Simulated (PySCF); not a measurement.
Bonds (- single, = double, # triple, : aromatic): Si1-N2, N2-Si3, N2-B4, B4-C5, C5=C6, C6-B7, B7-C8, C8=C9, C9-B4. Si1 carries H10, H11, H12; Si3 carries H13, H14, H15; C5 carries H16; C6 carries H17; B7 carries H18; C8 carries H19; C9 carries H20.

Averaged over atoms made equivalent by symmetry, fast rotation or ring inversion, a single conformation, no solvent, no relativistic terms. Coordinates at the PBE0-D3(BJ)/def2-SVP level; shielding tensors at PBE0/pcSseg-1 (GIAO); PySCF 2.14.

Shifts are taken against calculated references (same method and geometry level): 13C (σ = 184.41 ppm), 1H (σ = 31.27 ppm), 29Si (σ = 351.99 ppm) vs TMS; 15N (σ = 265.67 ppm) vs NH3; 11B (σ = 100.73 ppm) against BF3·OEt2.

| atoms | nucleus | count | Hirshfeld charge | δ (ppm) |
| --- | --- | --- | --- | --- |
| B7 | 11B | 1 | 0.15 | ? |
| H17/H19 | 1H | 2 | 0.04 | 7.58 |
| N2 | 15N | 1 | -0.28 | 92.1 |
| C5/C9 | 13C | 2 | -0.09 | 162.7 |
| H10/H11/H12/H13/H14/H15 | 1H | 6 | -0.07 | 4.96 |
| H18 | 1H | 1 | -0.07 | ? |
| B4 | 11B | 1 | 0.16 | 36.4 |
| C6/C8 | 13C | 2 | -0.10 | 161.1 |
| H16/H20 | 1H | 2 | 0.03 | ? |
| Si1/Si3 | 29Si | 2 | 0.36 | -40.8 |

**Question.** Estimate the values marked ?.

**Answer.** 
- H16/H20: 7.45 ppm, hydrogen on an alkene CH; a vinylic proton, deshielded by the sp2 carbon and the C=C anisotropy
- H18: 6.25 ppm, hydrogen on a boron bonded to 2 C, in a 6-membered ring
- B7: 59.6 ppm, boron bonded to 2 C, H, in a 6-membered ring

Hydrogens on boron are broadened and split by 11B (spin 3/2, 80 %) and 10B (spin 3). A carbon bonded to boron is broadened by the quadrupolar boron nucleus and is often missing from a measured spectrum. Shifts are as computed. Against solution values, carbons near 30 ppm lie about +2 ppm off and those near 130 ppm about +5 ppm. Of 1309 compounds with measured shifts, 239 miss one by over three times the rms of a fit or turn the order of signals round; such compounds aren't used in these exercises. Experimental scales use liquid or dissolved standards, which lie at an offset from isolated NH3 (liquid NH3: subtract about 20 ppm).
